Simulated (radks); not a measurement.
Correlation energies from several functionals, in hartree. Species: Sn46+ [He] 2s2; Xe [Xe]. All-electron calculation, non-relativistic Kohn-Sham, exchange-only LDA, spin-polarised, spherical densities, point nucleus. Program: a radial shooting solver on a logarithmic mesh with Libxc functionals. Every spin shell is full or empty, so the densities are truly spherical. Functionals are evaluated on that one density, not self-consistently.

| functional | Sn46+ | Xe |
|---|---|---|
| PW92 | -0.52230 | -5.1757 |
| PZ | -0.52418 | -5.1763 |
| Wigner | -0.22267 | -2.8807 |
| Chachiyo | -0.51932 | -5.1083 |
| PBEsol | -0.14280 | -3.2925 |
| LYP | -0.14287 | -2.7448 |
| PW91 | -0.15694 | -3.1437 |
| AM05 | -0.45843 | -4.8259 |
| OP (B88) | -0.17201 | -2.6648 |
| revTPSS | -0.11784 | -2.9506 |
| r2SCAN | -0.12273 | -2.9246 |
